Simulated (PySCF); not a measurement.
Atomic charges against the basis set

Species: C3H7AlN2.
Geometry (PBE0-D3(BJ)/def2-SVP, Å), atoms numbered from 1 in this order:
```xyz
13
C3H7AlN2 angstrom
C     -3.3090    0.2026   -0.5295
N     -2.0988   -0.0917   -0.4051
Al    -0.8424   -1.3515   -0.7891
N      0.8254   -0.3052   -0.2313
C      1.7644    0.2812    0.0834
C      2.9386    1.0239    0.4815
H     -3.7345    1.1481   -0.1180
H     -4.0712   -0.4273   -1.0491
H     -0.4559   -1.5849   -2.3268
H     -0.7286   -2.5550    0.2594
H      3.4451    1.4255   -0.4077
H      2.6440    1.8557    1.1372
H      3.6300    0.3637    1.0245
```

PBE0 throughout (PySCF), one geometry, spherical d and f functions. One conformer (not necessarily the lowest) at the PBE0-D3(BJ)/def2-SVP geometry, without solvent, vibrations or thermal averaging. The first 7 of 10 kinds of atom are listed.

Mulliken charges (e):

```
        basis  functions      C1      N2     Al3      N4      C5      C6      H7
     pcSseg-0         72  -0.104  -0.812  +1.070  -0.376  +0.049  -0.500  +0.177
       6-31G*        102  -0.145  -0.411  +0.372  -0.325  +0.382  -0.608  +0.122
      cc-pVDZ        123  +0.059  -0.345  +0.313  -0.131  +0.049  -0.026  +0.010
     def2-SVP        123  +0.033  -0.391  +0.566  -0.002  -0.141  +0.003  +0.016
  aug-cc-pVDZ        205  +0.442  -0.411  +0.177  -0.216  -0.129  +0.335  -0.291
6-311+G(2d,p)        212  -0.159  -0.669  +0.877  -0.177  +0.467  -0.776  +0.089
    def2-TZVP        234  -0.122  -0.290  +0.225  +0.070  -0.052  -0.250  +0.081
      cc-pVTZ        282  -0.057  -0.234  +0.138  +0.097  +0.040  -0.258  +0.061
     IGLO-III        289  -0.053  -0.568  +0.884  -0.275  +0.241  -0.272  +0.084
     pcSseg-2        321  +0.086  -0.552  +0.838  -0.190  +0.146  -0.035  +0.021
```

IAO charges (e):

```csv
basis,functions,C1,N2,Al3,N4,C5,C6,H7
pcSseg-0,72,-0.094,-0.512,+0.592,-0.146,+0.246,-0.460,+0.104
6-31G*,102,-0.072,-0.547,+0.635,-0.158,+0.254,-0.456,+0.102
cc-pVDZ,123,-0.075,-0.538,+0.632,-0.153,+0.252,-0.457,+0.100
def2-SVP,123,-0.069,-0.537,+0.650,-0.150,+0.255,-0.449,+0.096
aug-cc-pVDZ,205,-0.080,-0.552,+0.647,-0.155,+0.253,-0.463,+0.106
"6-311+G(2d,p)",212,-0.079,-0.562,+0.671,-0.159,+0.255,-0.467,+0.107
def2-TZVP,234,-0.078,-0.561,+0.676,-0.160,+0.255,-0.466,+0.105
cc-pVTZ,282,-0.079,-0.557,+0.666,-0.159,+0.255,-0.468,+0.104
IGLO-III,289,-0.080,-0.563,+0.678,-0.160,+0.255,-0.468,+0.106
pcSseg-2,321,-0.078,-0.561,+0.675,-0.160,+0.257,-0.467,+0.106
```

Hirshfeld charges (e):

```tsv
basis	functions	C1	N2	Al3	N4	C5	C6	H7
pcSseg-0	72	-0.002	-0.306	+0.332	-0.054	+0.180	-0.044	+0.020
6-31G*	102	+0.008	-0.313	+0.304	-0.073	+0.178	-0.039	+0.023
cc-pVDZ	123	-0.001	-0.298	+0.323	-0.067	+0.180	-0.052	+0.021
def2-SVP	123	-0.001	-0.300	+0.322	-0.063	+0.188	-0.058	+0.020
aug-cc-pVDZ	205	-0.010	-0.319	+0.362	-0.091	+0.179	-0.064	+0.026
6-311+G(2d,p)	212	-0.007	-0.323	+0.364	-0.094	+0.177	-0.055	+0.026
def2-TZVP	234	-0.006	-0.314	+0.348	-0.084	+0.181	-0.060	+0.024
cc-pVTZ	282	-0.007	-0.311	+0.342	-0.080	+0.183	-0.062	+0.024
IGLO-III	289	-0.011	-0.314	+0.352	-0.086	+0.179	-0.064	+0.025
pcSseg-2	321	-0.009	-0.319	+0.360	-0.088	+0.184	-0.065	+0.026
```

ESP-fitted charges (e):

```
        basis  functions      C1      N2     Al3      N4      C5      C6      H7
     pcSseg-0         72  +0.170  -0.682  +1.059  -0.475  +0.613  -0.709  +0.021
       6-31G*        102  +0.113  -0.526  +0.676  -0.385  +0.540  -0.617  +0.021
      cc-pVDZ        123  +0.103  -0.504  +0.688  -0.382  +0.509  -0.553  +0.022
     def2-SVP        123  +0.146  -0.549  +0.778  -0.397  +0.530  -0.565  +0.009
  aug-cc-pVDZ        205  +0.116  -0.553  +0.799  -0.406  +0.525  -0.587  +0.023
6-311+G(2d,p)        212  +0.106  -0.560  +0.800  -0.404  +0.528  -0.604  +0.028
    def2-TZVP        234  +0.096  -0.535  +0.779  -0.400  +0.532  -0.608  +0.028
      cc-pVTZ        282  +0.095  -0.527  +0.760  -0.394  +0.522  -0.592  +0.028
     IGLO-III        289  +0.119  -0.560  +0.804  -0.400  +0.520  -0.587  +0.024
     pcSseg-2        321  +0.133  -0.577  +0.822  -0.402  +0.527  -0.597  +0.019
```

Q: Which scheme is steadiest as the basis changes?

A: Largest range over the bases for any column: Hirshfeld 0.06 e, IAO 0.09 e, ESP-fitted 0.38 e, Mulliken 1.11 e. Hirshfeld charges move least and Mulliken charges most, counted in e.

Q: How much do the charges still move between the two largest bases, IGLO-III and pcSseg-2?

A: At most, over all atoms: Mulliken 0.237 e, IAO 0.003 e, Hirshfeld 0.008 e, ESP-fitted 0.018 e.

Q: What do the same runs give for the total energy, the frontier levels and the dipole moment?

A: 
| basis | energy (Eh) | HOMO (eV) | LUMO (eV) | μ (D) |
| --- | --- | --- | --- | --- |
| pcSseg-0 | -469.2660 | -5.25 | -0.85 | 7.41 |
| 6-31G* | -470.0324 | -5.24 | -0.59 | 7.47 |
| cc-pVDZ | -470.0619 | -5.27 | -0.65 | 7.53 |
| def2-SVP | -469.8112 | -5.32 | -0.74 | 7.55 |
| aug-cc-pVDZ | -470.0760 | -5.46 | -0.81 | 7.48 |
| 6-311+G(2d,p) | -470.1270 | -5.49 | -0.82 | 7.49 |
| def2-TZVP | -470.1492 | -5.46 | -0.80 | 7.55 |
| cc-pVTZ | -470.1437 | -5.42 | -0.78 | 7.56 |
| IGLO-III | -470.1533 | -5.48 | -0.82 | 7.54 |
| pcSseg-2 | -470.1545 | -5.48 | -0.83 | 7.53 |

The dipole is fixed by the density alone, so its range of 0.15 D shows that the density itself changes with the basis, not only its division among atoms.
